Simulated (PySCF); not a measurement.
## SiCl₄ + CCl₂ → SiCl₂ + CCl₄

Level: PBE0 in the def2-TZVP basis family, all electrons, no relativity, computed in PySCF with density fitting; open shells unrestricted.

```csv
species,state and structure,E (Eh),ZPE (kJ/mol),H(298 K) − H(0) (kJ/mol),S° (J/(mol K))
SiCl₄,"singlet, Td, Si–Cl 2.022 Å (×4)",-2129.84957,19.4,19.5,331.3
CCl₂,"singlet, C2v, C–Cl 1.708 Å (×2); Cl–C–Cl 109.5°",-958.08756,11.2,11.4,264.3
SiCl₂,"singlet, C2v, Si–Cl 2.078 Å (×2); Cl–Si–Cl 101.4°",-1209.57210,7.4,12.5,281.6
CCl₄,"singlet, Td, C–Cl 1.763 Å (×4)",-1878.30320,25.4,17.1,308.9
```

Task: What is the electronic reaction energy?

Result: At PBE0/def2-TZVP, ΔE = 162.3 kJ/mol from the differences of the total energies times 2625.5, uphill. Here the heavier silicon holds on to the higher oxidation state.

Task: Add zero-point, thermal and entropy terms for 298.15 K and 1 bar.

Result: ΔZPE = 2.2 and Δ[H(298) − H(0)] = -1.3 kJ/mol give ΔH° = 163.2 kJ/mol. ΔS° = -5.1 J/(mol K), so ΔG° = 163.2 − 298.15 × (-0.0051) = 165 kJ/mol.

Only the bonding shown was studied: isomers, or loss of a ligand pair, can lie lower.
